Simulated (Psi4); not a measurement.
The Psi4 input:
```
memory 2 GB

molecule mol {
0 1
Si   -0.288906    0.946481    0.771451
H     0.382608    2.122327    0.129654
Si    0.207329   -0.807678   -0.597427
H     0.996315   -0.861303   -1.840963
H    -1.091687   -1.388386   -0.989240
H     0.854851   -1.815878    0.264216
}

set {
  basis 6-31g
  reference rks
}

energy('pbe0')
print_variables()
```

Q: Predict the dipole moment from Psi4 1.11 with PBE0/6-31G.

A: 0.93 D

Q: What is the computed total energy (PBE0/6-31G)?

A: -580.9637 Eh

Q: Predict the number of basis functions from PBE0/6-31G.

A: 34
